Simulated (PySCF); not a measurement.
Compound: Se6.
Atom-mapped SMILES: `[Se:1]1[Se:2][Se:3][Se:4][Se:5][Se:6]1`

Computed, not measured: PBE0-D3(BJ)/def2-SVP geometry optimisation, gas phase in PySCF 2.14.0.

Problem. List the bond lengths, angles and torsions at this level.

Solution. 
| bond | length (Å) |
| --- | --- |
| Se1–Se2 and 4 like bonds | 2.341 |
| Se5–Se6 | 2.346 |

Bonds in one row agree within 0.01 Å and their mean is given. A selection of angles:
| angle | degrees |
| --- | --- |
| Se2–Se1–Se6 | 101.1 |
| Se1–Se2–Se3 | 100.3 |

Torsions: Se6–Se1–Se2–Se3 -76° (synclinal); Se1–Se2–Se3–Se4 76° (synclinal); Se2–Se3–Se4–Se5 -77° (synclinal); Se3–Se4–Se5–Se6 76° (synclinal); Se4–Se5–Se6–Se1 -76° (synclinal); Se2–Se1–Se6–Se5 77° (synclinal).

The 6-membered ring Se1–Se2–Se3–Se4–Se5–Se6 has internal angles of 100.3° to 101.2°; it is puckered, 0.53 Å rms from its mean plane, widest ring torsion 77°.

Point group: D3d (every atom within 0.08 Å of its image). Whether it is a minimum is left open (no frequencies). The numbers are those of one conformer.
